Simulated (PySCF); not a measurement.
HP2, SMILES P#[PH+], charge +1. Atoms are numbered in the order given.

```xyz
3

P      0.0000     0.0000     1.0114
P      0.0000     0.0000    -0.8598
H      0.0000     0.0000    -2.2751
```
Charge +1, spin multiplicity 1.

The structure is a stationary point at TPSSh-D3(BJ)/def2-TZVPD. The isomer is the one that the SMILES or the coordinates give; other isomers of the formula were not compared.

Two levels are set side by side: PBE/pcJ-1 (PySCF) and PBE0/pcJ-1 (PySCF). One-bond couplings, all four terms, same geometry. Isotopes: 1H, 31P. Differences are taken from unrounded values.

```json
[
 {"quantity": "¹J(P1,P2) (Hz)", "PBE0": "-404.1", "PBE": "-550.1", "PBE minus PBE0": "-146.0"},
 {"quantity": "¹J(P2,H3) (Hz)", "PBE0": "683.8", "PBE": "592.1", "PBE minus PBE0": "-91.7"}
]
```

Rough cost on one machine, each run with all the roots and properties that it gave: PBE0 against PBE within a factor of 2.
